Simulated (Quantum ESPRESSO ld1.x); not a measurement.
The numbers below are computed, except where a source is named.
Mg VI, 7 electrons, occupied as [He] 2s2 2p3. Code: ld1.x of Quantum ESPRESSO 7.5. Model: scalar-relativistic Kohn-Sham, LDA (Slater exchange, Perdew-Wang correlation), spin-polarised, spherical densities, point nucleus; open shells are filled with parallel spins first.

Radial electron density D(r) = 4 pi r^2 rho(r):

```
   r/bohr * D(r) (the largest magnitude, 13.3, reaches the edge; | marks zero)
 0.006868 | *
 0.007621 |  *
 0.008388 |  *
 0.009234 |   *
  0.01025 |    *
  0.01128 |     *
  0.01251 |      *
  0.01377 |       *
  0.01528 |        *
  0.01682 |          *
  0.01852 |            *
  0.02055 |              *
  0.02262 |                *
   0.0251 |                   *
  0.02763 |                      *
  0.03066 |                         *
  0.03375 |                            *
  0.03715 |                                *
  0.04122 |                                   *
  0.04537 |                                       *
  0.05034 |                                           *
  0.05541 |                                              *
  0.06149 |                                                 *
  0.06768 |                                                   *
   0.0745 |                                                     *
  0.08267 |                                                      *
    0.091 |                                                      *
    0.101 |                                                     *
   0.1111 |                                                   *
   0.1233 |                                               *
   0.1358 |                                            *
   0.1494 |                                        *
   0.1658 |                                   *
   0.1825 |                               *
   0.2025 |                            *
   0.2229 |                          *
   0.2474 |                        *
   0.2723 |                         *
   0.2997 |                          *
   0.3326 |                            *
   0.3661 |                              *
   0.4062 |                                *
   0.4471 |                                 *
   0.4961 |                                 *
   0.5461 |                                *
   0.6012 |                             *
    0.667 |                         *
   0.7342 |                     *
   0.8147 |                *
   0.8968 |           *
   0.9951 |       *
    1.095 |    *
    1.206 |  *
    1.338 | *
    1.473 |*
    1.634 *
    1.799 *
    1.996 *
    2.197 *
```

D(r) has 2 maxima, at r = 0.0860, 0.469 bohr, and minima at 0.255 bohr, inside which lie 2.22 electrons.
